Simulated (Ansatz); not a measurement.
Input for Ansatz (a program for electronic structure): U-CCSD(T)/def2-TZVPP on O2 (SMILES O=O).

Ansatz 0.2 input:
```yaml
crystal:
  periodic: [false, false, false]
  atoms:
    - {symbol: O, position_ang: [0.00000000, -0.00000000, 0.60215214]}
    - {symbol: O, position_ang: [-0.00000000, 0.00000000, -0.60215214]}
basis:
  gaussian:
    orbitals: def2-TZVPP
magnetization: {spin_polarized: true, initial_magnetization: 2}
correlation: {method: ccsd_t, electrons: outside_noble_gas}
scf: {omitted_lower_state_checks: [cluster_reference]}
```

Question: What total energy does the run end on?

Answer: -150.1348 hartree (reference determinant -149.6838, T1 diagnostic 0.017).
